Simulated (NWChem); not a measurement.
Atomisation of F2Sn

```
Sn
F 1 1.9739
F 1 1.9739 2 96.72
```
Charge 0, spin multiplicity 1.

The numbers come from NWChem runs, not from measurements. Structure: optimised with PBE/def2-SVP with def2 effective core potentials on Sn, a minimum by its harmonic frequencies.

Basis set: def2-TZVP. The atomisation energy is electronic alone: no zero-point, thermal, spin-orbit or counterpoise terms. No value is extrapolated to the basis-set limit. Free atoms are single determinants with multiplicities Sn 3, F 2.

Effective core potentials replace the inner electrons of Sn; spin-orbit coupling is left out. B3LYP has NWChem's definition, with VWN1-RPA local correlation. The structure started from a generated list of species. The stability of the SCF solutions was not checked. Open-shell Hartree-Fock references start from PBE0 orbitals.

Problem. Order these methods by the atomisation energy they give, lowest first: HF, B3LYP, PBE0, PBE, r2SCAN.

Solution. HF (150.4 kcal/mol), PBE0 (233.2 kcal/mol), B3LYP (238.4 kcal/mol), r2SCAN (240.9 kcal/mol), PBE (251.5 kcal/mol)
